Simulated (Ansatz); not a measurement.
The cluster Ti2Si. Charge 0, multiplicity 1. Geometry relaxed at PBE0-D4/def2-TZVP.

Cartesian coordinates in Å:
```
Ti -1.043 0.756 0.271
Ti 0.591 0.204 -1.158
Si 0.452 -0.960 0.888
```

The restricted singlet is unstable: a solution with broken spin symmetry lies lower. At PBE0-D4/def2-TZVP a quintet of charge 0 lies 0.88 eV below the restricted singlet, each at its own geometry. The structure comes from a short search, and lower isomers may exist.

Problem. Estimate the harmonic wavenumbers at RKS PBE0-D4/def2-TZVP (Ansatz, unscaled). Is this a minimum?

Solution. 299, 342, 474 cm⁻¹. Yes, no mode is imaginary beyond noise. Zero-point energy 6.7 kJ/mol. Run time 18 s (4 threads of Arm Neoverse V2 on a shared host).
